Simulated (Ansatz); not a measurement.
Consider the substitution at a C–C bond: `CC(C)(F)S` + `BC(=C)S` → `BC(=C)SC` + `CC(F)S`.

Isolated molecules relaxed with PBE0-D4/def2-TZVP in Ansatz; ΔE leaves out vibrations. CCSD(T)/CBS adds triple-zeta CCSD(T) − MP2 to the extrapolated MP2 energy (def2 sets, frozen cores). Functionals use def2-TZVPP. One conformer a species, not always the lowest.

`CC(C)(F)S`:

```xyz
12

C    -0.398    0.513   -1.164
C    -0.439   -0.160    0.185
C     0.649    0.300    1.124
F    -1.660    0.139    0.772
S    -0.484   -1.994    0.035
H     0.531    0.271   -1.684
H    -0.451    1.598   -1.034
H    -1.237    0.183   -1.776
H     1.632    0.049    0.722
H     0.535   -0.179    2.096
H     0.591    1.385    1.247
H     0.731   -2.104   -0.523
```

`BC(=C)S`:

Z-matrix (Å, degrees):
```
B
C 1 1.538
H 1 1.195 2 118.2
H 1 1.197 2 121.7 3 -180.0
C 2 1.345 1 118.7 3 -0.1
S 2 1.762 1 121.6 3 179.9
H 5 1.087 2 123.5 1 -180.0
H 5 1.083 2 119.3 1 0.0
H 6 1.340 2 96.5 1 -0.1
```

`BC(=C)SC`:

```xyz
12

B     0.517    0.434   -1.262
C     0.159   -0.719   -0.308
C     0.403   -1.969   -0.749
S    -0.541   -0.534    1.293
C    -0.691    1.242    1.506
H     0.345    1.587   -1.005
H     0.992    0.138   -2.319
H     0.188   -2.859   -0.162
H     0.832   -2.117   -1.732
H     0.279    1.737    1.469
H    -1.119    1.376    2.500
H    -1.362    1.683    0.770
```

`CC(F)S`:

Cartesian coordinates in Å:
```
C 0.541 0.581 -0.493
C -0.616 -0.307 -0.119
F -0.456 -1.530 -0.746
S -0.845 -0.517 1.654
H 0.411 1.575 -0.066
H 1.478 0.158 -0.124
H 0.605 0.664 -1.580
H -1.567 0.108 -0.469
H 0.450 -0.731 1.942
```

```json
{"level": "PBE-D4", "ΔE (kJ/mol)": "8.6"}
{"level": "r2SCAN", "ΔE (kJ/mol)": "13.8"}
{"level": "MP2/def2-TZVPP", "ΔE (kJ/mol)": "17.1"}
{"level": "SCS-MP2/def2-TZVPP", "ΔE (kJ/mol)": "17.3"}
{"level": "CCSD(T)/def2-TZVPP", "ΔE (kJ/mol)": "18.8"}
{"level": "HF/def2-QZVPP", "ΔE (kJ/mol)": "17.4"}
{"level": "MP2/def2-QZVPP", "ΔE (kJ/mol)": "16.2"}
{"level": "CCSD/CBS(def2)", "ΔE (kJ/mol)": "18.4"}
```

**Question.** What does CCSD(T)/CBS give? (Estimate.)

**Answer.** Ansatz gave: +17.5 kJ/mol. The listed levels differ from it by -8.9, -3.7, -0.4, -0.2, 1.3, -0.1, -1.3, 0.9 kJ/mol.

Largest T1 diagnostic among the species: 0.012.

From PBE to PBE0 (25 % exact exchange), in def2-TZVPP and without D4, ΔE moves by +3.1 kJ/mol.
